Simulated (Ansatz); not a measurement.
Reaction (substitution at a C–C bond): `CC(O)(F)F` + `[OH][GeH]([OH])[Cl]` → `C[O][GeH]([OH])[Cl]` + `OC(F)F`

Gas-phase electronic energies from Ansatz, PBE0-D4/def2-TZVP geometries. CCSD(T)/CBS is the MP2 limit (def2-TZVPP, def2-QZVPP) plus CCSD(T) − MP2 in def2-TZVPP, frozen cores. For Ge outer-core shells are correlated without core-valence functions, which leaves a few kJ/mol of doubt a bond. Scalar relativity is left out up to krypton. Each species was taken in one conformer, which may not be the lowest.

```csv
species,CCSD(T)/CBS(def2) energy (Eh)
`CC(O)(F)F`,-353.28821
`[OH][GeH]([OH])[Cl]`,-2688.14170
`C[O][GeH]([OH])[Cl]`,-2727.38103
`OC(F)F`,-314.01610
```

(1) Work out ΔE.

Largest T1 diagnostic among the species: 0.012.

Answers

(1) ΔE = (-2727.38103) + (-314.01610) − (-353.28821) − (-2688.14170) = 0.03278 Eh = +0.89 eV.

From BLYP to BHLYP (50 % exact exchange), in def2-TZVPP and without D4, ΔE moves by +0.07 eV. Leaving LDA and LC-ωPBE aside and taking each functional with its dispersion term where it has one, the values, not all of them listed here, spread over 0.15 eV, from BLYP-D4 to r2SCAN0-D4. LDA lies +0.09 eV from PBE without D4. At CCSD(T), def2-SVP lies −0.08 eV from the extrapolated value and def2-TZVPP −0.04 eV.
